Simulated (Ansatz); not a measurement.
`COB(F)O[SiH3]` + `[NH2][Al]([NH2])[OH]` → `C[NH][Al]([NH2])[OH]` + `OB(F)O[SiH3]`  (substitution at a C–O bond)

Calculated with Ansatz (gas phase, PBE0-D4/def2-TZVP geometries, no zero-point term in ΔE). CCSD(T)/CBS is the MP2 limit (def2-TZVPP, def2-QZVPP) plus CCSD(T) − MP2 in def2-TZVPP, frozen cores. This one scheme is used for every species. DFT in def2-TZVPP. B3LYP here is the variant with VWN-RPA as its local correlation; programs differ in this. Each species was taken in one conformer, which may not be the lowest.

```
             level  ΔE (kcal/mol)  difference from CCSD(T)/CBS
           PBE0-D4           -2.4                         -0.5
          B3LYP-D4           -1.5                          0.4
           ωB97M-V           -1.7                          0.2
            B2PLYP           -1.6                          0.3
               PBE           -2.2                         -0.3
            r2SCAN           -1.6                          0.3
              PBE0           -2.3                         -0.4
             B3LYP           -1.3                          0.6
     HF/def2-TZVPP           -0.6                          1.3
    MP2/def2-TZVPP           -2.7                         -0.8
SCS-MP2/def2-TZVPP           -2.2                         -0.3
CCSD(T)/def2-TZVPP           -2.0                         -0.1
     HF/def2-QZVPP           -0.5                          1.4
    MP2/def2-QZVPP           -2.6                         -0.7
SCS-MP2/def2-QZVPP           -2.1                         -0.2
     MP2/CBS(def2)           -2.6                         -0.7
       CCSD(T)/CBS           -1.9                            0
```

Largest T1 diagnostic among the species: 0.012.

In def2-TZVPP, CCSD(T) changes the Hartree–Fock value by −1.4 kcal/mol (the triples alone add −0.1 kcal/mol) and MP2 by −2.1 kcal/mol.
